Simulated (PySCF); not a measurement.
**How methods differ on the ionisation energy of Sm³⁴⁺**

Sm³⁴⁺ [Ar] 3d10 → Sm³⁵⁺ [Ar] 3d9 [3d3/2^4 3d5/2^5, M_J = 5/2], as a difference of total energies. Computed with PySCF 2.14 in an uncontracted even-tempered set (16 s from 6.2 bohr⁻², ratio 2.8; 13 p from 8.1 bohr⁻², ratio 2.8; 8 d from 8.1 bohr⁻², ratio 2.8; 3 f from 33 bohr⁻², ratio 3), with the two-component X2C-1e Hamiltonian. Correlated levels: [Ne] frozen; the 80 highest virtual spinors dropped. "Screened" scales the spin-orbit matrix elements by Boettger's factors to mimic the two-electron term; Breit and QED terms are absent.

```
                    method  ionisation energy (eV)
           GHF (spin-free)                  2383.7
          GMP2 (spin-free)                  2385.0
 GHF (screened spin-orbit)                  2372.2
GMP2 (screened spin-orbit)                  2373.5
```

Breit and QED terms and the two-electron picture change are absent.

The spin-free rows lack the spin-orbit shift.

For comparison: 2371 ± 5 eV (theoretical estimate listed by NIST; NIST Atomic Spectra Database, ionization energies).
